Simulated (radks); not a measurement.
Excited configurations of neutral iron: one electron is placed in a higher orbital outside [Ar] 3d6 4s1. The ground configuration is [Ar] 3d6 4s2. Method: Dirac Kohn-Sham, PBE, spin-unpolarised, spherical densities, point nucleus; open shells are shared between the two j in proportion to 2j + 1; computed with a radial shooting solver on a logarithmic mesh with Libxc functionals. Excitation = E - E(ground); binding = E(ion) - E, where the ion is the core of charge +1; n* = 1/sqrt(2 binding) in atomic units, and the quantum defect is n - n*. Eigenvalue and <r> are those of j = l + 1/2.

[
 {"outer orbital": "4p", "excitation (eV)": "4.105", "binding (eV)": "4.625", "quantum defect": "2.285", "eigenvalue (eV)": "-2.103"},
 {"outer orbital": "5d", "excitation (eV)": "7.689", "binding (eV)": "1.041", "quantum defect": "1.385", "eigenvalue (eV)": "-0.575"},
 {"outer orbital": "5f", "excitation (eV)": "8.099", "binding (eV)": "0.631", "quantum defect": "0.355", "eigenvalue (eV)": "-0.366"},
 {"outer orbital": "6s", "excitation (eV)": "7.365", "binding (eV)": "1.365", "quantum defect": "2.842", "eigenvalue (eV)": "-0.836"},
 {"outer orbital": "6f", "excitation (eV)": "8.274", "binding (eV)": "0.456", "quantum defect": "0.537", "eigenvalue (eV)": "-0.287"},
 {"outer orbital": "7d", "excitation (eV)": "8.240", "binding (eV)": "0.489", "quantum defect": "1.728", "eigenvalue (eV)": "-0.318"}
]

The Delta-SCF ionisation energy is 8.729 eV (NIST Atomic Spectra Database: 7.902 eV, measured). Self-interaction in the functional shifts the binding energies and quantum defects, so they are the method's values and not measured ones. Spin polarisation and multiplet splitting are left out, so open shells lie too high by an amount that depends on their filling.

Beside tabulated values, note that spin-unpolarised runs miss the spin-polarisation part of the exchange energy of open shells.
